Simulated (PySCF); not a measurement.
Computed shifts of a molecule C₄H₆ClF, PBE/pcSseg-1 (PySCF), GIAO, gas phase, atoms alike by connectivity averaged where their shifts nearly agree, in ppm (number of nuclei): ¹⁹F: -107.0 (1). ¹³C: 122.5 (1), 47.3 (2), 14.9 (1). ¹H: 2.90 (2), 2.76 (2), 2.07 (1), 1.87 (1). References: ¹⁹F against CFCl3 (σ = 133.6 ppm); ¹³C against TMS (σ = 182.0 ppm); ³⁵Cl against HCl (σ = 936.5 ppm); ¹H against TMS (σ = 31.49 ppm), references at their B3LYP-D3(BJ)/def2-TZVP geometries, non-relativistic (without spin–orbit terms, shifts of atoms bonded to Cl or Br come out too high). Geometry: PBE0-D3(BJ)/def2-SVP. Other conformers were not sampled.

Which molecule gave these data?
A. FC1(Cl)CCC1
B. C[C@@H]1[C@H](F)[C@@H]1Cl
C. F[C@@H]1C[C@@H]1CCl
D. C[C@]1(F)C[C@H]1Cl

A, FC1(Cl)CCC1
